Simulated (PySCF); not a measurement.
CH4N, SMILES C[NH], multiplicity 2. Geometry optimised at PBE-D3(BJ)/def2-TZVP. The isomer is the one that the SMILES or the coordinates give; other isomers of the formula were not compared.

Level of theory: PBE-D3(BJ)/def2-TZVP (PySCF).

Harmonic wavenumbers (cm⁻¹): 242, 902, 980, 1028, 1293, 1328, 1413, 1433, 2867, 2899, 3023, 3281. Rotational constants (GHz): 123.2, 25.46, 24.26; symmetry number 1.

Q: Work out the zero-point energy and the ideal-gas rigid-rotor harmonic-oscillator thermochemistry at 298.15 K and 1 atm.

A: ZPE = ½ Σ hcν = ½ × 20689 cm⁻¹ = 29.58 kcal/mol. H − E(el) = 32.36 kcal/mol. Entropy in cal/(mol K): translation 36.13, rotation 18.99, vibration 2.20, spin 1.38, total 58.70. G − E(el) = 14.86 kcal/mol. Cp = 11.45 cal/(mol K).
